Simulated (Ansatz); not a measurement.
Cd2Te, relaxed as a quintet with UKS PBE0-D4/def2-TZVP in Ansatz, starting from the PBE0-D4/def2-TZVP geometry of the neutral singlet. Force threshold 0.02 eV/Å.

In the def2 sets Cd, Te take a core potential; there is no spin–orbit coupling. At PBE0-D4/def2-TZVP a triplet of charge 0 lies 2.94 eV below the quintet, each at its own geometry. The structure comes from a short search, and lower isomers may exist.

Start:

```csv
atom,x (Å),y (Å),z (Å)
Cd1,1.624,-2.172,0.185
Cd2,-1.625,2.172,-0.184
Te3,0.000,0.000,-0.002
```

```json
{"step": "1", "energy (eV)": "-16420.5874", "largest force component (eV/Å)": "0.474", "SCF passes": "120"}
{"step": "2", "energy (eV)": "-16420.6318", "largest force component (eV/Å)": "0.120", "SCF passes": "97"}
{"step": "3", "energy (eV)": "-16420.6356", "largest force component (eV/Å)": "0.024", "SCF passes": "62"}
{"step": "4", "energy (eV)": "-16420.6560", "largest force component (eV/Å)": "0.226", "SCF passes": "31"}
{"step": "5", "energy (eV)": "-16420.7633", "largest force component (eV/Å)": "0.364", "SCF passes": "29"}
{"step": "6", "energy (eV)": "-16420.8751", "largest force component (eV/Å)": "0.260", "SCF passes": "28"}
{"step": "7", "energy (eV)": "-16420.9838", "largest force component (eV/Å)": "0.244", "SCF passes": "30"}
{"step": "8", "energy (eV)": "-16421.0711", "largest force component (eV/Å)": "0.161", "SCF passes": "30"}
{"step": "9", "energy (eV)": "-16421.1055", "largest force component (eV/Å)": "0.060", "SCF passes": "27"}
{"step": "10", "energy (eV)": "-16421.2855", "largest force component (eV/Å)": "0.569", "SCF passes": "74"}
{"step": "11", "energy (eV)": "-16421.5215", "largest force component (eV/Å)": "0.406", "SCF passes": "30"}
{"step": "12", "energy (eV)": "-16421.7047", "largest force component (eV/Å)": "0.368", "SCF passes": "25"}
{"step": "13", "energy (eV)": "-16421.8279", "largest force component (eV/Å)": "0.115", "SCF passes": "25"}
{"step": "14", "energy (eV)": "-16421.8442", "largest force component (eV/Å)": "0.124", "SCF passes": "27"}
{"step": "15", "energy (eV)": "-16421.8723", "largest force component (eV/Å)": "0.127", "SCF passes": "27"}
{"step": "16", "energy (eV)": "-16421.8754", "largest force component (eV/Å)": "0.055", "SCF passes": "29"}
{"step": "17", "energy (eV)": "-16421.8760", "largest force component (eV/Å)": "0.007", "SCF passes": "29"}
```

Force components are those of the run's own axes.

End:

```tsv
atom	x (Å)	y (Å)	z (Å)
Cd1	0.758	-1.412	0.871
Cd2	-1.203	1.208	0.648
Te3	0.445	0.204	-1.519
```

By distances, no bond broke or formed, bridged metal pairs apart. The bond that changes most is Cd2–Te3, from 2.72 to 2.90 Å (atoms count from 1). Metal–metal contacts that move far: Cd1–Cd2 5.44 to 3.28 Å.

No frequencies were taken in this run, so the end may be a saddle point.

Run time 86 s (4 threads of Arm Neoverse V1 on a shared host), peak host memory 0.67 GiB.
